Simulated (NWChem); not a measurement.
diantimony (Sb₂); SMILES [Sb]#[Sb]

```xyz
2

Sb     0.0000     0.0000     1.2391
Sb     0.0000     0.0000    -1.2391
```
Atoms are numbered in this order, from 1.

Coordinates come from a PBE0/def2-SVP optimisation. def2 effective core potentials on Sb; no spin-orbit coupling.

**Question.** List the 4 lowest vertical singlet excitations from PBE/def2-SVP with def2 effective core potentials on Sb, full TDDFT (NWChem).

**Answer.** 
| state | energy (eV) | oscillator strength | leading excitation (squared amplitude) |
|---|---|---|---|
| S1 | 2.37 | 0.000 | HOMO−1 → LUMO+1 (0.50) |
| S2 | 2.70 | 0.000 | HOMO−1 → LUMO+1 (0.49) |
| S3 | 2.70 | 0.000 | HOMO−1 → LUMO (0.49) |
| S4 | 3.06 | 0.000 | HOMO−2 → LUMO (1.00) |
